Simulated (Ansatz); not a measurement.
`F[Si](F)(F)[Sn]([Cl])([Cl])[Si](F)(F)F`, charge 0, multiplicity 1.

(1) Give a relaxed structure at PBE0-D4/def2-TZVP (Ansatz). (Estimate.)

Results:

(1) Ansatz gave: 
Z-matrix (Å, degrees):
```
Si
F 1 1.575
F 1 1.572 2 108.6
F 1 1.575 2 108.1 3 -117.7
Sn 1 2.566 2 110.2 3 121.8
Si 5 2.566 1 121.8 2 60.0
Cl 5 2.320 1 106.8 2 -62.9
Cl 5 2.320 1 106.8 2 -177.2
F 6 1.575 5 110.2 1 60.2
F 6 1.572 5 111.0 1 -179.4
F 6 1.575 5 110.2 1 -59.0
```
Point group C2v.
This is one stationary point; other conformers may exist.
